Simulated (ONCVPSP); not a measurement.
# What the settings do to the ONCV potential of phosphorus

Base potential:

P, optimised norm-conserving Vanderbilt (ONCV), made with ONCVPSP 4.0.1 (PBEsol, scalar-relativistic). Core [He], reference 2s2 2p6 3s2 3p3. Waves: 2s+3s: rc 0.70 bohr, ncon 3, nbas 6, qcut 21.3 1/bohr, 2 projectors; 2p+3p: rc 0.70 bohr, ncon 4, nbas 8, qcut 17.2 1/bohr, 2 projectors. Local part: polynomial inside 0.45 bohr (lpopt 5, dvloc0 3 Ha). Core correction: Teter function, fcfact 2.25, rcfact 1.3.

Cutoffs, loose and tight: the cutoffs (Ha) at which the residual kinetic energy of the hardest occupied pseudo-wave falls to 1 and 0.1 mHa per electron. They do not see the model core or the augmentation charge, which bear on the density cutoff. Test errors are all-electron minus pseudo excitation energies from the reference, over the configurations 2s2 2p6 3s2 3p2; 2s2 2p6 3s2 3p1; 2s2 2p6 3s2 3p0; 2s2 2p6 3s1 3p0. A dash means not determined; rows that change the core or the reference have their own tests.

| change | outcome | cutoff, loose | cutoff, tight | bound ghosts | GHOST(+) flags above zero | largest test error (meV) |
| --- | --- | --- | --- | --- | --- | --- |
| base | generated | 134 Ha | 219 Ha | none | none | +7.4 |
| p: rc 0.5 | generated | 750 Ha | 875 Ha | none | none | +3.5 |
| p: rc 0.6 | generated | 279 Ha | 565 Ha | none | none | +5.5 |
| p: rc 0.66 | generated | 143 Ha | 421 Ha | none | none | +6.7 |
| p: rc 0.74 | generated | 129 Ha | 149 Ha | none | none | +7.9 |
| p: rc 0.84 | generated | 123 Ha | 149 Ha | none | none | +8.9 |
| p: rc 0.92 | generated | 123 Ha | 149 Ha | none | none | +9.3 |
| p: rc 1.02 | generated | 123 Ha | 149 Ha | none | none | +9.2 |

Reading the sweep of the p radius (base included, trends over the rows without a ghost): The loose cutoff falls from 750 Ha at 0.5 to 123 Ha at 1.02 bohr. A larger radius leaves more room for a smooth pseudo-wave, so fewer plane waves are needed; a smaller one forces it to follow the all-electron wave where it bends sharply. The median size of the test errors (rows with all tests solved) rises from 2.1 meV at 0.5 to 5.3 meV at 1.02 bohr. More of the atom is replaced by a form fitted at one configuration, so other configurations suffer as the radius grows.
